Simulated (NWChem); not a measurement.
System: SbF₃ cation, doublet; SMILES of the neutral closed-shell parent [F][Sb]([F])[F]

```xyz
4

Sb    -0.2216    -0.0133     0.4530
F      0.0256    -1.4623    -0.9694
F     -1.3211     1.0515    -0.6325
F      1.3459     0.0099    -0.8613
```
Atoms are numbered in this order, from 1.

Level: PBE0/def2-SVP with def2 effective core potentials on Sb, spin-unrestricted (NWChem), optimised geometry, unscaled harmonic frequencies. This spin state was assumed; another may lie lower. def2 effective core potentials on Sb; no spin-orbit coupling.

List the harmonic frequencies with IR intensities, and the thermochemistry.


```csv
frequency (cm⁻¹),IR intensity (km/mol)
145,2.5
191,9.9
289,13.1
359,21.0
584,41.7
728,53.6
```

| Quantity | Value |
|---|---|
| zero-point energy | 3.3 kcal/mol |
| thermal correction to the enthalpy at 298.15 K (with zero-point energy) | 7.1 kcal/mol |
| heat capacity Cv | 14.8 cal/(mol K) |
| entropy at 298.15 K and 1 atm (symmetry number 1, electronic part: spin degeneracy alone) | 77.1 cal/(mol K) |

Rigid rotor and harmonic oscillator.
